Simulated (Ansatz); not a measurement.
Species: SnO2, net charge 0, singlet state. SMILES: [O]=[Sn]=[O]
Geometry: optimised at B3LYP-D3(BJ)/def2-TZVP (Ansatz, a program for electronic structure).

CCSD(T) with Ansatz in growing basis sets, 16 correlated electrons. Correlated levels leave the core frozen unless marked. UHF or UKS for open shells. No spin-orbit coupling. The frozen core is the preceding noble-gas configuration, with the filled d and f shells of earlier blocks. In def2 rows, elements after Kr have scalar-relativistic effective core potentials. Costs are ratios of core time to the smallest set, on shared machines of one kind, and rough; they hold the program's checks for lower states.

| basis | functions | cost over smallest | E(corr) (Eh) | electronic atomisation energy (kcal/mol) |
|---|---|---|---|---|
| def2-TZVPPD | 136 | 1× | -0.6205 | 181.5 |
| def2-QZVPPD | 220 | 3× | ? | ? |

Problem. What does the step to def2-QZVPPD buy, and how does its cost grow by formal scaling?

Solution. Formally CCSD grows as o²v⁴ and (T) as o³v⁴; with o = 8 and v going from 117 to 201 both grow 9-fold in the last step, while integrals and the mean field grow more slowly. That step adds 37.6 mEh of correlation energy and 6.9 kcal/mol to the atomisation energy. Row: E(corr) (Eh) -0.6581, electronic atomisation energy (kcal/mol) 188.5.
